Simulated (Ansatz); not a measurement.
A nudged elastic band was laid between two geometries of C2H5NSi (9 atoms, charge 0, multiplicity 1).

Computed with RKS r2SCAN/def2-SVP in Ansatz.

```yaml
movable_images: 5
climbing_image: yes
spring: 5.0 eV/Å²
optimiser: quadratic models (default)
start_path: through a guess of the saddle point
force_threshold: 0.05 eV/Å
iteration_limit: 60
end_points: relaxed
```

First end point:

```xyz
9
Properties=species:S:1:pos:R:3
C -0.705 1.312 -1.860
C -0.047 0.890 -0.926
N 0.636 0.381 0.113
Si 0.090 -1.007 1.049
H -1.275 1.697 -2.683
H 1.517 0.840 0.334
H 1.134 -1.204 2.093
H -1.235 -0.735 1.675
H -0.026 -2.220 0.188
```

Last end point:

```xyz
9
Properties=species:S:1:pos:R:3
C -0.805 1.196 -1.755
C -0.353 0.836 -0.692
N 0.134 0.361 0.502
Si -0.237 -1.725 0.905
H -1.205 1.518 -2.699
H 1.154 0.441 0.555
H 0.819 -1.526 2.012
H -0.266 0.869 1.298
H 0.847 -2.014 -0.143
```

Question: Which bonds break or form, and what moves?

Answer: Bonds broken: Si4–H8. Bonds formed: N3–H8.

Question: Give the energies along the band, and the barrier.

Answer: It converged. The highest image is number 3 of 0 to 6, 2.97 eV above the first end and 0.92 eV above the last; the last end lies 2.06 eV above the first. Neighbouring images differ by up to 2.2 eV, so the band resolves the path poorly. A vibrational analysis at the climbing image gives one clearly imaginary mode, 1310i cm⁻¹: a first-order saddle point. The orbitals stay closed-shell, which can raise the energy where a bond breaks towards radicals; this wasn't checked here.

| image | path coordinate (Å) | energy (eV) | Si4–H8 (Å) | N3–H8 (Å) |
| --- | --- | --- | --- | --- |
| 0 | 0.00 | 0.00 | 1.49 | 2.68 |
| 1 | 0.80 | 0.01 | 1.49 | 2.70 |
| 2 | 1.59 | 0.78 | 1.48 | 2.17 |
| 3 | 2.39 | 2.97 | 1.65 | 1.34 |
| 4 | 3.27 | 2.14 | 2.48 | 1.02 |
| 5 | 4.14 | 2.08 | 2.63 | 1.02 |
| 6 | 5.01 | 2.06 | 2.62 | 1.03 |

Question: What is the geometry of the highest image?

Answer: 
```xyz
9
Properties=species:S:1:pos:R:3
C -0.660 1.105 -1.877
C -0.170 0.846 -0.792
N 0.280 0.492 0.423
Si 0.053 -1.332 1.262
H -1.059 1.341 -2.845
H 1.000 1.088 0.834
H 1.493 -1.665 1.558
H -0.577 0.183 1.403
H -0.271 -2.104 0.017
```

Time of the run: 75 s on 2 threads of AMD EPYC 9R45 96-Core Processor (Zen 5), with other jobs on the host, peak memory 0.16 GiB.
